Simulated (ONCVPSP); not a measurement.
**Before and after: ONCV potential for cerium**

* Element: cerium (Ce)
* Generator: ONCVPSP 4.0.1
* Type: optimised norm-conserving Vanderbilt (ONCV)
* Functional: PBE
* Relativity: non-relativistic
* Frozen core: [Kr] 4d10
* Valence charge: 12
* Reference configuration: 4f1 5s2 5p6 5d1 6s2
* Partial waves: 5s+6s: rc 2.55 bohr, ncon 3, nbas 6, qcut 4.2 1/bohr, 2 projectors; 5p: rc 1.95 bohr, ncon 4, nbas 7, qcut 4.4 1/bohr, 1 projector; 5d: rc 3.10 bohr, ncon 3, nbas 8, qcut 4.9 1/bohr, 2 projectors, debl 1.4 Ha; 4f: rc 1.10 bohr, ncon 4, nbas 8, qcut 18.3 1/bohr, 2 projectors, debl 1.6 Ha
* Local potential: polynomial inside 0.90 bohr (lpopt 3, dvloc0 0 Ha)
* Core correction: Teter function, fcfact 5.75, rcfact 1.45

All-electron outer shells of the reference configuration (PBE, non-relativistic, ld1.x):

| shell | level (eV) | outermost node (bohr) | outermost maximum (bohr) |
| --- | --- | --- | --- |
| 4d | -114.11 | 0.31 | 0.66 |
| 5s | -37.18 | 0.79 | 1.44 |
| 5p | -23.06 | 0.82 | 1.57 |
| 4f | -8.92 | – | 0.69 |
| 5d | -3.71 | 0.92 | 2.10 |
| 6s | -3.52 | 1.90 | 3.91 |

Change: p: qcut 5.1.

Cutoffs: the cutoffs (Ha) at which the residual kinetic energy of the hardest occupied pseudo-wave falls to 1 and 0.1 mHa per electron; they do not see the model core or the augmentation charge, which bear on the density cutoff. Errors are all-electron minus pseudo energies relative to the spin-unpolarised reference configuration.

Q: How do hardness, ghosts and transferability respond?

A: The potential gets neither clearly harder nor softer (118 Ha and 133 Ha → 118 Ha and 133 Ha); both files keep a bound ghost (p, s); the errors of the 3 common tests hardly move.

| quantity | base | changed |
| --- | --- | --- |
| cutoff, loose | 118 Ha | 118 Ha |
| cutoff, tight | 133 Ha | 133 Ha |
| loose cutoff by channel | s 6.2 Ha, p 18 Ha, d 6.4 Ha, f 118 Ha | s 6.2 Ha, p 12 Ha, d 6.4 Ha, f 118 Ha |
| bound ghosts | s, p | s, p |
| GHOST(+) flags under 300 eV | d at 102.2 eV | d at 102.2 eV |
| tests counted as reliable (solved cleanly; for ONCVPSP, near-neutral configurations with less than one 5d electron left out) | 3 of 4 | 3 of 4 |
| error for 4f1 5s2 5p6 5d1 6s1, meV [ΔE 5.75 eV] | -0.8 | -0.8 |
| error for 4f1 5s2 5p6 5d1 6s0, meV [ΔE 16.31 eV] | -6.0 | -6.1 |
| error for 4f1 5s2 5p6 5d0 6s0, meV [ΔE 36.04 eV] | -5.3 | -5.5 |
| s: phases at 2.58 bohr within 0.05 rad from the reference energy up to (Ha; the scan ends near 5) | 2.9 | 2.9 |
| p: phases at 1.99 bohr within 0.05 rad from the reference energy up to (Ha; the scan ends near 5) | 2.1 | 2.2 |
| d: phases at 3.15 bohr within 0.05 rad from the reference energy up to (Ha; the scan ends near 5) | 3.3 | 3.3 |
| f: phases at 1.12 bohr within 0.05 rad from the reference energy up to (Ha; the scan ends near 5) | to the end of the scan | to the end of the scan |
| rms error of d²Exc/dni dnj with the model core, mHa | 5.20 | 5.24 |

Base: Tests not counted: 4f1 5s2 5p6 5d0 6s2 (all-electron energy unsafe for a near-neutral lanthanide with less than one 5d electron, printed error -8.1 meV). Changed file: Tests not counted: 4f1 5s2 5p6 5d0 6s2 (all-electron energy unsafe for a near-neutral lanthanide with less than one 5d electron, printed error -7.7 meV). A true bound ghost makes a file unfit for plane-wave use even where its test errors are small: the radial tests pick states by their node count and pass the ghost by.
